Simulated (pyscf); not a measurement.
Single points on ωB97X-D3(BJ)/def2-SVP structures (PySCF, gas phase).

### Question
How much does it cost (ΔH, 298 K, ωB97M-D3(BJ)/def2-TZVP) to split H₃Si–Te–Zn–Cl at its Te–Zn bond into H₃Si–Te• + [Cl–Zn]•?

### Answer
Te–Zn to H₃Si–Te• + [Cl–Zn]•: 65.6 kcal/mol. The 7 functionals that were run give +60.3 (M06-2X) to +75.3 kcal/mol (ωB97X-D3(BJ)/def2-TZVP). Other isomers of H₃Si–Te• were not searched in full and may lie lower. The term symbol of open-shell Cl–Zn was not checked; spin-orbit terms are left out. Elements up to Kr have no core potential and no relativistic terms here. Elements past Kr carry the def2 core potentials, without spin-orbit coupling.
